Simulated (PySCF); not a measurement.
SnCl₂: breathing scan

Computed with PySCF, BP86, basis Sn def2-TZVP with ECP28, Cl def2-TZVP (scalar-relativistic core potentials, no spin–orbit coupling, density fitting).

Rigid scan from the singlet minimum (Sn–Cl 2.393 Å (×2); Cl–Sn–Cl 99.8°). Coordinate: all bonds to the central atom scaled together. Energies in kJ/mol from the minimum.

(1) Predict the curve at 0.88, 0.92, 0.96, 1.00, 1.04, 1.08, 1.14, 1.22, 1.35.

Results:

(1) 
```
scale of all bonds to the centre  E (kJ/mol)  dipole size (D)
                            0.88       141.9             1.23
                            0.92        54.6             1.90
                            0.96        11.9             2.56
                            1.00         0.0             3.21
                            1.04         9.2             3.83
                            1.08        32.5             4.42
                            1.14        83.7             5.23
                            1.22       166.1             6.19
                            1.35       303.3             7.43
```

At long bonds a restricted determinant can lie too high, and another spin state can fall below this curve.

The scan took 19 s on 2 threads of a shared Arm Neoverse V2 host; the process peaked at 0.94 GiB. Launch command: `OMP_NUM_THREADS=2 python axn.py task.json out`.
